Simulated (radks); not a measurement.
Results of a calculation; reference values are marked as such.
Species: the sulfur ion S+. Configuration: [Ne] 3s2 3p3 (the NIST ground configuration).

Level of theory: non-relativistic Kohn-Sham, PBE, spin-polarised, spherical densities, point nucleus; open shells are filled with parallel spins first (a radial shooting solver on a logarithmic mesh with Libxc functionals).

Energy parts (eV):
| part | energy |
|---|---|
| total | -10818.417 |
| kinetic | 10805.353 |
| electron-nucleus | -25581.323 |
| Hartree | 4642.302 |
| exchange-correlation | -684.750 |

Orbitals (lengths in bohr, moments of r in powers of bohr; r(90%) holds 90 % of the orbital's charge):
\begin{tabular}{lrrr}
orbital & occ. & eigenvalue (eV) & r(90%) \\ \hline
1s up & 1 & -2409.287 & 0.174 \\
1s down & 1 & -2408.846 & 0.174 \\
2s up & 1 & -221.9510 & 0.754 \\
2s down & 1 & -221.5153 & 0.753 \\
2p up & 3 & -168.1208 & 0.738 \\
2p down & 3 & -167.5158 & 0.737 \\
3s up & 1 & -28.6953 & 2.45 \\
3s down & 1 & -25.2577 & 2.50 \\
3p up & 3 & -17.9208 & 2.88 \\
3p down & 0 & -14.6583 & 3.03 \\
\end{tabular}

The highest occupied level is 3p up at -17.921 eV. Virial ratio -V/T = 2.00121. The electron density at the nucleus is 2676 e/bohr^3. The density falls to 0.001 e/bohr^3 at r = 3.68 bohr. The spin density at the nucleus is -0.2764 e/bohr^3 (1s -0.2864, 2s 0.1364, 3s -0.1264), a Fermi contact field of -14.5 T.
